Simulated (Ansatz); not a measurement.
CuF₂, doublet, at a GFN2-xTB geometry (such geometries of metal compounds can be far from the true shape), atoms displaced at random by about 0.05 Å a coordinate. Base run: HF/6-31G* (Ansatz, a first-principles code).

The Ansatz input:
Ansatz 0.2 input:
```yaml
crystal:
  periodic: [false, false, false]
  atoms:
    - {symbol: Cu, position_ang: [-0.01198296, 0.07088041, -0.02497977]}
    - {symbol: F, position_ang: [-0.04933351, -0.03865288, 1.68243360]}
    - {symbol: F, position_ang: [-0.01635636, 0.03031863, -1.64914401]}
basis:
  gaussian:
    orbitals: 6-31G*
hamiltonian:
  xc: hf
magnetization: {spin_polarized: true, initial_magnetization: 1}
relax: {}
```

Each row names what was changed in the base input (with any setting that the change needs).

| change | ΔE vs base (kJ/mol) | optimiser steps |
|---|---|---|
| base | 0.00 | 4 |
| relax = escape_saddle: false | 0.00 | 4 |
| relax = f_tol: 0.1 | 0.00 | 3 |
| relax = f_tol: 0.002 | 0.00 | 4 |
| relax = f_tol: 0.05 | 0.00 | 3 |
| relax = f_tol: 0.0005 | 0.00 | 4 |
| relax = max_displacement: 0.5 | 0.00 | 5 |
